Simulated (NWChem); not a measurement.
Molecule: BiHF2; SMILES [F][BiH][F]

```xyz
4

Bi    -0.2368     0.0206     0.0000
H     -0.4168    -1.7865     0.0000
F      1.1149     0.0044    -1.5138
F      1.1149     0.0044     1.5138
```
Atoms are numbered in this order, from 1.

Geometry: optimised at PBE0/def2-SVP. B3LYP is NWChem's, with the RPA form of VWN correlation. def2 effective core potentials on Bi; no spin-orbit coupling.

Symmetry labels are those of Cs in the frame above (b1 and b2, or b-type labels, depend on it).

Task: List the 6 lowest vertical singlet excitations and the 6 lowest triplet ones from B3LYP/def2-SVP with def2 effective core potentials on Bi, TDA (NWChem).

Result: 
```json
[
 {"state": "S1", "energy (eV)": "5.25", "oscillator strength": "0.014", "symmetry": "a\"", "leading excitation (squared amplitude)": "HOMO → LUMO (0.96)"},
 {"state": "S2", "energy (eV)": "5.48", "oscillator strength": "0.019", "symmetry": "a'", "leading excitation (squared amplitude)": "HOMO → LUMO+1 (0.94)"},
 {"state": "S3", "energy (eV)": "6.64", "oscillator strength": "0.007", "symmetry": "a'", "leading excitation (squared amplitude)": "HOMO−2 → LUMO (0.87)"},
 {"state": "S4", "energy (eV)": "6.68", "oscillator strength": "0.001", "symmetry": "a\"", "leading excitation (squared amplitude)": "HOMO−2 → LUMO+1 (0.49)"},
 {"state": "S5", "energy (eV)": "6.77", "oscillator strength": "0.006", "symmetry": "a'", "leading excitation (squared amplitude)": "HOMO−3 → LUMO (0.94)"},
 {"state": "S6", "energy (eV)": "6.89", "oscillator strength": "0.002", "symmetry": "a\"", "leading excitation (squared amplitude)": "HOMO−3 → LUMO+1 (0.94)"},
 {"state": "T1", "energy (eV)": "4.59", "oscillator strength": "spin-forbidden", "symmetry": "a\"", "leading excitation (squared amplitude)": "HOMO → LUMO (0.98)"},
 {"state": "T2", "energy (eV)": "4.74", "oscillator strength": "spin-forbidden", "symmetry": "a'", "leading excitation (squared amplitude)": "HOMO → LUMO+1 (0.98)"},
 {"state": "T3", "energy (eV)": "5.82", "oscillator strength": "spin-forbidden", "symmetry": "a'", "leading excitation (squared amplitude)": "HOMO → LUMO+2 (0.93)"},
 {"state": "T4", "energy (eV)": "6.09", "oscillator strength": "spin-forbidden", "symmetry": "a\"", "leading excitation (squared amplitude)": "HOMO−1 → LUMO (0.83)"},
 {"state": "T5", "energy (eV)": "6.23", "oscillator strength": "spin-forbidden", "symmetry": "a'", "leading excitation (squared amplitude)": "HOMO−1 → LUMO+1 (0.48)"},
 {"state": "T6", "energy (eV)": "6.29", "oscillator strength": "spin-forbidden", "symmetry": "a\"", "leading excitation (squared amplitude)": "HOMO−2 → LUMO+1 (0.79)"}
]
```
